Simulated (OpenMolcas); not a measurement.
## Levels of Mn5+ by method

```
Program             : OpenMolcas 26.06
Basis               : ANO-R1 [5s3p3d1f]
Scalar Hamiltonian  : X2C, finite nucleus
Active space        : 2 electrons in 5 orbitals (3d)
State averaging     : 2S+1 = 3 even, 10 roots; 2S+1 = 1 even, 15 roots
Spin-orbit coupling : RASSI with atomic mean-field integrals over the reference wave functions, term energies averaged over their components
```

Methods on the same reference wave functions:
A. CASSCF
B. SS-CASPT2, IPEA 0.25 Eh, imaginary shift 0.1 Eh (closed shells correlated: 3s 3p)

Energies in cm⁻¹ above 3d² ³F₂, the measured ground level; measured values from Corliss and Sugar, J. Phys. Chem. Ref. Data 6, 1253 (1977).

| Level | A | B | Measured |
| --- | --- | --- | --- |
| 3d² ³F₂ | 0.0 | 0.0 | 0.0 |
| 3d² ³F₃ | 731 | 735 | 746 |
| 3d² ³F₄ | 1660 | 1664 | 1669 |
| 3d² ¹D₂ | 18805 | 16070 | 15336 |
| 3d² ³P₀ | 21845 | 19050 | 17782 |
| 3d² ³P₁ | 22107 | 19320 | 18057 |
| 3d² ³P₂ | 22696 | 19910 | 18628 |
| 3d² ¹G₄ | 28801 | 27370 | 25511 |
| 3d² ¹S₀ | 69759 | 62530 |  |

Deviations, from unrounded energies. A percentage is the sum of absolute deviations over the sum of measured energies, with the sign that they share, or ± where signs differ.

```csv
Against measurement,Levels,A,B
mean absolute deviation (cm-1),7,2700,920
fine structure of the ground term (%),2,-1.0,-0.6
other terms of the ground configuration (%),5,+19.9,+6.7
```

B lies closest to measurement on these levels. The largest miss of B in the table is 3d² ¹G₄, by +1900 cm-1. The ranking rests on the paired levels alone, and a cruder setting can come out closer through cancelling errors.

From A to B the spin-free energies of the other terms of 3d² shown, above ³F, scale by factors of 0.85 to 0.95, as is usual when dynamic correlation screens the repulsion within a d or f shell.

The lowest spin-free term lies below A's lowest term by 0.199 hartree in B.

CASPT2 does not keep the components of a term degenerate, so their means are used; among the terms shown or strongly mixed into the levels shown the widest spread is 770 cm-1 (3d² ¹G, B). The basis is small and was not contracted for so high a charge. Without dynamic correlation excited terms often stand tens of per cent too high (terms of higher spin than the ground term too low), and those without a measured partner can miss by more than the paired ones (holds for A). Measured partners are found by configuration, term and J. A level has none where our copy of the source lacks it or the pairing is in doubt (some pairs that miss far off the trend of their configuration count as doubtful), and it then counts in no deviation. Only configurations of the active space appear.
